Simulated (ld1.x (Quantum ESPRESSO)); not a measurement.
Configuration tests for F (TM)

fluorine, norm-conserving Troullier–Martins (Kleinman–Bylander form), made with ld1.x (Quantum ESPRESSO) 7.5 (LDA (PZ), scalar-relativistic). Core [He], reference 2s2 2p3 (charge +2). Waves: 2p (bound): rc 1.15 bohr; 3d channel at -0.2 Ry: rc 1.10 bohr; 2s (bound): rc 0.50 bohr. Local part: the s channel. Core correction: Bessel-smoothed model core inside 0.25 bohr.

Energies are relative to the spin-unpolarised reference configuration 2s2 2p3; without spin polarisation the order of configurations can differ from experiment. Spin-polarised rows fill each open shell by Hund’s rule, majority spin first.

| valence configuration | charge | ΔE all-electron (eV) | error AE − PS (meV) |
| --- | --- | --- | --- |
| 2s2 2p5 | 0 | -58.067 | +62 |
| 2s2 2p4 | +1 | -38.512 | +30 |
| 2s1 2p5 | +1 | -19.857 | +127 |
| 2s2 2p4.5 | +0.5 | -50.437 | +49 |
| 2s2 2p1 | +4 | 146.599 | +494 |
| 2s2 2p3 (spin-polarised) | +2 | -5.101 | +117 |
| 2s2 2p5 (spin-polarised) | 0 | -58.447 | +70 |

**Question.** What are ΔE and the potential's error for 2s2 2p2?

**Answer.** ΔE = 60.732 eV all-electron; the error (AE − PS) is +79 meV.

**Question.** What are ΔE and the potential's error for 2s1 2p6?

**Answer.** ΔE = -39.677 eV all-electron; the error (AE − PS) is +171 meV.
